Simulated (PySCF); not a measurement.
# Relaxation of triplet CuH3

All numbers come from PySCF, UPBE0, basis Cu def2-TZVP, H def2-TZVP (no relativity, density fitting). A (50,194) grid was used.

A hand-made trigonal pyramidal start, of C3v symmetry, held to at least that symmetry:

```xyz
4
charge 0 multiplicity 3, angstrom
Cu    0.0000    0.0000   -0.0310
H     1.2714    0.0000    0.6450
H    -0.6357    1.1011    0.6450
H    -0.6357   -1.1011    0.6450
```

Optimiser trace:
| step | E − E(last) (kJ/mol) | largest gradient (Eh/bohr) |
| --- | --- | --- |
| 0 | 34.43 | 0.02831 |
| 1 | 16.58 | 0.01686 |
| 2 | 2.98 | 0.00454 |
| 3 | 1.75 | 0.00651 |
| 4 | 1.31 | 0.00611 |
| 5 | 0.53 | 0.00393 |
| 6 | 0.10 | 0.00156 |
| 7 | 0.00 | 0.00016 |
| 8 | 0.00 | 0.00000 |

It ends at C3v with Cu–H 1.556 Å (×3); H–Cu–H 113.8° (×3). A frequency run shows a minimum.

Final geometry:
```xyz
4
charge 0 multiplicity 3, angstrom
Cu    0.0000    0.0000   -0.0181
H     1.5051    0.0000    0.3771
H    -0.7525    1.3035    0.3771
H    -0.7526   -1.3034    0.3771
```

Other spin states or occupations of the open shell can lie lower. At this level a singlet minimum of C2v symmetry lies 279 kJ/mol below this structure.
